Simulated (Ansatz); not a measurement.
`[SiH3][SiH2]S` + `CBN` → `CBN[SiH3]` + `[SiH3]S` at 400 K and 1 bar (cleavage of the Si–Si bond).

Gas-phase electronic energies from Ansatz, PBE0-D4/def2-TZVP geometries. CBS: MP2 limit from def2 TZ/QZ plus the TZ coupled-cluster correction, frozen cores. One conformer a species, not always the lowest.

```csv
species,CCSD(T)/CBS energy (Eh),H − E (kJ/mol),S (J/(mol·K))
`[SiH3][SiH2]S`,-979.55409,165.6,371.1
`CBN`,-121.21267,224.0,296.9
`CBN[SiH3]`,-411.50704,273.0,365.2
`[SiH3]S`,-689.27336,109.8,293.0
```

H − E and S are ideal-gas, rigid-rotor, harmonic terms from PBE0-D4/def2-TZVP, for one conformer and one mirror image of each species. 1 Eh = 2625.50 kJ/mol, R = 8.31446 J/(mol·K).

By hand: ΔE, ΔH, ΔS and ΔG.

ΔE = (-411.50704) + (-689.27336) − (-979.55409) − (-121.21267) = -0.01364 Eh = -35.8 kJ/mol. Δ(H − E) = 273.0 + 109.8 − 165.6 − 224.0 = -6.8, so ΔH = -42.6 kJ/mol. ΔS = 365.2 + 293.0 − 371.1 − 296.9 = -9.8 J/(mol·K). ΔG = -42.6 − 400 × (-9.8)/1000 = -38.7 kJ/mol.

By hand: the equilibrium constant, and the temperature at which ΔG would vanish if ΔH and ΔS stayed fixed.

log₁₀ K = −ΔG/(RT ln 10) = 5.1. ΔG = 0 at ΔH/ΔS = 4347 K, far beyond where these terms or the molecules hold.

The number of gas molecules stays the same, so ΔS is small and ΔH decides. A doubt of 5 kJ/mol in ΔE shifts log₁₀ K by 0.7 here. Other conformers and mirror images would add mixing entropy, several J/(mol·K) or more a flexible species. These are equilibria of isolated gas molecules and say nothing of rates. Largest T1 diagnostic: 0.012 (customary marks: 0.02 for closed shells, 0.045 for open ones).
